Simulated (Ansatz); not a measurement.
Calculated with Ansatz (gas phase, PBE0-D4/def2-TZVP geometries, no zero-point term in ΔE). CCSD(T)/CBS is the MP2 limit (def2-TZVPP, def2-QZVPP) plus CCSD(T) − MP2 in def2-TZVPP, frozen cores. Functionals use def2-TZVPP. B3LYP here is the variant with VWN-RPA as its local correlation; programs differ in this. def2 core potentials past Kr. For Te outer-core shells are correlated without core-valence functions, which leaves a few kJ/mol of doubt a bond. One conformer a species, not always the lowest.

Consider the redistribution: `S[SiH2][TeH]` + `O[SiH2]C[Si](O)(O)O` → `O[SiH2]C[SiH2]S` + `O[Si](O)(O)[TeH]`.

| level | ΔE (kcal/mol) | difference from CCSD(T)/CBS |
| --- | --- | --- |
| r2SCAN-D4 | 7.2 | 0.4 |
| PBE0-D4 | 7.2 | 0.4 |
| B3LYP-D4 | 7.2 | 0.4 |
| ωB97X-V | 6.8 | 0.0 |
| ωB97M-V | 7.1 | 0.3 |
| B2PLYP | 6.4 | -0.4 |
| HF/def2-TZVPP | 5.4 | -1.4 |
| SCS-MP2/def2-TZVPP | 6.3 | -0.5 |
| SCS-MP2/def2-QZVPP | 6.1 | -0.7 |
| CCSD/CBS(def2) | 6.6 | -0.2 |
| CCSD(T)/CBS | 6.8 | 0 |

Largest T1 diagnostic among the species: 0.012.

The D4 term adds +1.1 kcal/mol with B3LYP and +0.6 kcal/mol with PBE0; it sums over pairs of atoms, weighted by their polarisabilities, and B3LYP, whose exchange is more repulsive, gets the larger term. In def2-TZVPP, CCSD(T) changes the Hartree–Fock value by +1.5 kcal/mol (the triples alone add +0.2 kcal/mol) and MP2 by +1.3 kcal/mol.
